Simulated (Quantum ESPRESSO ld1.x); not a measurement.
Numerical settings for the phosphorus ion P2+, [Ne] 3s2 3p1. Method: non-relativistic Kohn-Sham, LDA (Slater exchange, Perdew-Wang correlation), spin-polarised, spherical densities, point nucleus; open shells are filled with parallel spins first; computed with ld1.x of Quantum ESPRESSO 7.5. With the defaults (dx = 0.008, xmin = -7.0, rmax = 100, beta = 0.2, tr2 = 1e-14) the mesh has 1791 points, the cycle takes 14 iterations, E = -338.882829 hartree and the 3p up eigenvalue is -0.91498 hartree. The mesh is r = exp(xmin + i dx)/Z up to rmax; beta is the mixing and tr2 the threshold. One setting is changed at a time.

| change | mesh points | iterations | change of E (mhartree) | change of e(3p) (mhartree) |
|---|---|---|---|---|
| dx = 0.02 | 717 | 14 | 0.000 | 0.000 |
| dx = 0.005 | 2863 | 14 | 0.000 | 0.000 |
| xmin = -5 | 1541 | 20 | 0.000 | 0.000 |
| xmin = -6 | 1665 | 19 | 0.000 | 0.000 |
| rmax = 8 | 1475 | 44 | -0.001 | 0.000 |
| rmax = 150 | 1841 | 14 | 0.000 | 0.000 |
| beta = 0.05 | 1791 | 53 | 0.000 | 0.000 |
| beta = 1 | 1791 | 9 | 0.000 | 0.000 |
| tr2 = 1e-06 | 1791 | 9 | +0.248 | 0.000 |
| tr2 = 1e-10 | 1791 | 11 | -0.023 | 0.000 |
